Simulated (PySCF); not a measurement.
Excitations are Tamm–Dancoff values on a coarser integration grid. The basis has no diffuse functions, so Rydberg states are missing or too high.

Cartesian coordinates (Å):
```xyz
8

O      0.4633     1.2892    -0.2205
C      0.1290    -0.0213    -0.5501
O     -1.1798    -0.2278    -0.0643
O      1.0546    -0.8865     0.0034
H     -0.3514     1.8058    -0.2020
H      0.1709    -0.1962    -1.6311
H     -1.4478    -1.1265    -0.2893
H      1.1614    -0.6366     0.9325
```
Charge 0, multiplicity 1.

Q: Give the T1 excitation (TDA), HOMO–LUMO gap, total energy, LUMO and S1 excitation (TDA) at the level PySCF with PBE-D3(BJ)/def2-TZVP // B3LYP-D3(BJ)/def2-TZVP.

A: 
```yaml
T1 excitation (TDA): 6.95 eV
HOMO–LUMO gap: 7.08 eV
total_energy: -266.0214 Ha
LUMO: 0.17 eV
S1 excitation (TDA): 7.18 eV
```
